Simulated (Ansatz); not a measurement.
Frontier orbitals of `CN([SiH3])CN`.

```xyz
15

C    -0.946   -0.977   -0.623
N    -0.220    0.021    0.127
Si   -0.916    0.733    1.529
C     1.219    0.001   -0.069
N     1.690    0.395   -1.373
H    -2.019   -0.886   -0.441
H    -0.646   -2.002   -0.357
H    -0.794   -0.852   -1.701
H    -2.325    1.097    1.221
H    -0.116    1.939    1.868
H    -0.948   -0.142    2.742
H     1.618   -1.004    0.129
H     1.666    0.673    0.670
H     1.294    1.287   -1.641
H     1.443   -0.282   -2.082
```

The species carries charge 0 and has multiplicity 1. The structure was optimised at the PBE0-D4/def2-TZVP level. It is one conformer, not always the lowest. Basis def2-TZVPP, the Gaussian-basis code of Ansatz.

```tsv
functional	HOMO (eV)	LUMO (eV)	gap (eV)
PBE	-5.20	-0.29	4.91
PBE0	-6.52	0.54	7.06
r2SCANh	-5.94	0.45	6.39
r2SCAN0	-6.70	0.84	7.54
CAM-B3LYP	-7.90	1.42	9.32
LC-ωPBE	-9.24	2.63	11.87
ωB97X-V	-8.91	2.45	11.36
ωB97M-V	-8.84	2.08	10.92
```

A quarter of exact exchange (PBE0) shifts PBE's HOMO by −1.32 eV and its LUMO by +0.83 eV; full exchange at long range (ωB97M-V) shifts them by −3.63 and +2.37 eV. The gap opens from 4.91 to 10.92 eV, since occupied levels lose self-interaction and empty ones feel all the electrons. A positive LUMO is unbound and depends on the basis.

LC-ωPBE has ω = 0.4 bohr⁻¹.
